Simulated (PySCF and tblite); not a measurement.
The numbers below are computed, except where a source is named.
C7H5BrOS, numbered as in [O:1]=[CH:2][c:3]1[cH:4][cH:5][c:6]([SH:7])[cH:8][c:9]1[Br:10]. The ensemble was built from 90 distance-geometry starts (ETKDG and KDG, MMFF94s, GFN2-xTB) and rests on GFN2-xTB geometries. Weights use PBE0-D3(BJ)/6-31G* energies plus GFN2-xTB zero-point and thermal terms (modes under about 100 cm⁻¹ blended into free rotors). Symmetry numbers and mirror images are counted. Conformers within 2.5 kcal/mol (GFN2-xTB free energy) were kept, 4 at most. GIAO shieldings: PBE0/6-31G*. Shifts are against TMS (¹H), TMS (¹³C) at the same level. Run with PySCF (density fitting) and tblite.

Torsions listed: O1–C2–C3–C4, C5–C6–S7–H7.

```
conformer       shape  point group  mirror pair  ΔE(DFT)  Δ(G−E) at 250 K  δ H5 (ppm)
        1    0°, 180°           Cs           no     0.00             0.00        7.12
        2      0°, 0°           Cs           no     0.02             0.01        6.92
        3  180°, 180°           Cs           no     3.25             0.10        7.15
        4    180°, 0°           Cs           no     3.36             0.06        6.94
```

Energies in kcal/mol; the thermal term leaves out symmetry numbers and mirror images.

Question: Work out the weights at 250 K and the ¹H shift of H5 under fast exchange.

Answer: RT = 0.497 kcal/mol. Each conformer gets RT ln(σ/g), with σ the rotational symmetry number and g = 2 for a mirror pair: 1: σ = 1, g = 1, G = 0.00 + 0.00 + 0.00 = 0.00, 0.00 above the lowest, exp(−ΔG/RT) = 1.000; 2: σ = 1, g = 1, G = 0.02 + 0.01 + 0.00 = 0.02, 0.02 above the lowest, exp(−ΔG/RT) = 0.951; 3: σ = 1, g = 1, G = 3.25 + 0.10 + 0.00 = 3.35, 3.35 above the lowest, exp(−ΔG/RT) = 0.001; 4: σ = 1, g = 1, G = 3.36 + 0.06 + 0.00 = 3.42, 3.42 above the lowest, exp(−ΔG/RT) = 0.001. The sum is 1.953, so the weights are 51.2, 48.7, 0.1, 0.1 %. The averaged shift is 7.02 ppm. At 298.15 K it is 7.02 ppm. At 298.15 K the leading conformer alone gives 7.12 ppm and bare DFT energies give 7.02 ppm.

The minima are those of GFN2-xTB; planar forms about aryl–S or allylic bonds may be saddles in DFT. Spin–orbit effects of the heavy atoms on shieldings are missing.
